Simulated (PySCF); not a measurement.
An unknown shows these calculated signals:

1H NMR (500 MHz, computed): δ 7.17 (m, 1H), 6.87 (d, 1H), 6.00 (m, 1H), 4.51 (m, 2H), 2.27 (s, 3H).

13C{1H} NMR (computed): δ 157.4 (CH), 152.1 (C), 149.7 (CH), 131.0 (CH), 23.2 (CH3).

All values are calculated (PySCF 2.14.0 with density-fitted response routines): shielding tensors at PBE0/pcSseg-1 (GIAO), coordinates at the GFN2-xTB level. One computed conformer, one averaged value for each set of equivalent atoms, non-relativistic, no solvent model.

Chemical shifts δ = σref − σ; TMS for 1H (σ = 31.72 ppm), 13C (σ = 186.93 ppm), all at this level.

Which of these does the molecule contain: a Si–H bond, a methoxy group, an NH or NH2 group, a three-membered ring, a non-aromatic C=C double bond?

Results:


- A Si–H bond: yes (δH 4.51 (m)).
- A methoxy group: no.
- An NH or NH2 group: no.
- A three-membered ring: no.
- A non-aromatic C=C double bond: yes.

The data belong to `InChI=1S/C5H8Si/c1-5-3-2-4-6-5/h2-4H,6H2,1H3`; they needn't prove each group on their own.

Carbon signals by region: 4 in the sp2 and nitrile region (100–160 ppm), 1 below 50 ppm.

Shifts are as computed. Against solution values, carbons near 30 ppm lie about +3 ppm off and those near 130 ppm about +5 ppm. Of 1309 compounds with measured shifts, 239 miss one by over three times the rms of a fit or turn the order of signals round; such compounds aren't used in these exercises. No couplings were computed; multiplicities are counted from neighbouring protons, with m where these are inequivalent, close in shift, in a saturated or five-membered ring or joined by F or P, and br s for small geminal =CH2 splittings.
